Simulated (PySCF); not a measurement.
Ge(H)(OH)2(OMe) (CH6GeO3), SMILES C[O][GeH]([OH])[OH].

The structure is a stationary point at B3LYP-D3(BJ)/def2-SVP. The structure was generated by enumeration, and PubChem lists no compound with its InChIKey, so it may never have been made. Other conformers were not sampled.

Method: TDA-PBE/def2-SVPD run with PySCF 2.14.0.

Vertical excitations. Gas-phase values at a fixed geometry.

Computed lowest excited states:
```json
[
 {"state": "S1", "energy (eV)": "5.84", "λ (nm)": "212", "f": "0.011", "main pairs": "HOMO→LUMO 98 %"},
 {"state": "S2", "energy (eV)": "6.38", "λ (nm)": "194", "f": "0.023", "main pairs": "HOMO−1→LUMO 86 %"},
 {"state": "S3", "energy (eV)": "6.46", "λ (nm)": "192", "f": "0.009", "main pairs": "HOMO→LUMO+1 89 %"},
 {"state": "S4", "energy (eV)": "6.77", "λ (nm)": "183", "f": "0.015", "main pairs": "HOMO→LUMO+2 73 %, HOMO−2→LUMO 14 %"},
 {"state": "S5", "energy (eV)": "6.80", "λ (nm)": "182", "f": "0.040", "main pairs": "HOMO−2→LUMO 73 %, HOMO→LUMO+3 13 %"},
 {"state": "S6", "energy (eV)": "6.99", "λ (nm)": "177", "f": "0.033", "main pairs": "HOMO→LUMO+3 77 %, HOMO→LUMO+2 14 %"},
 {"state": "S7", "energy (eV)": "7.02", "λ (nm)": "177", "f": "0.003", "main pairs": "HOMO−1→LUMO+1 73 %, HOMO−3→LUMO 19 %"},
 {"state": "S8", "energy (eV)": "7.16", "λ (nm)": "173", "f": "0.043", "main pairs": "HOMO−3→LUMO 76 %, HOMO−1→LUMO+1 16 %"},
 {"state": "S9", "energy (eV)": "7.33", "λ (nm)": "169", "f": "0.020", "main pairs": "HOMO−1→LUMO+2 81 %"},
 {"state": "S10", "energy (eV)": "7.38", "λ (nm)": "168", "f": "0.004", "main pairs": "HOMO−2→LUMO+1 86 %"},
 {"state": "T1", "energy (eV)": "5.64", "λ (nm)": "220", "f": "0", "main pairs": "HOMO→LUMO 99 %"},
 {"state": "T2", "energy (eV)": "6.10", "λ (nm)": "203", "f": "0", "main pairs": "HOMO−1→LUMO 97 %"},
 {"state": "T3", "energy (eV)": "6.34", "λ (nm)": "196", "f": "0", "main pairs": "HOMO→LUMO+1 87 %"},
 {"state": "T4", "energy (eV)": "6.40", "λ (nm)": "194", "f": "0", "main pairs": "HOMO−2→LUMO 83 %, HOMO→LUMO+1 13 %"}
]
```
Triplets are in the Tamm–Dancoff approximation.
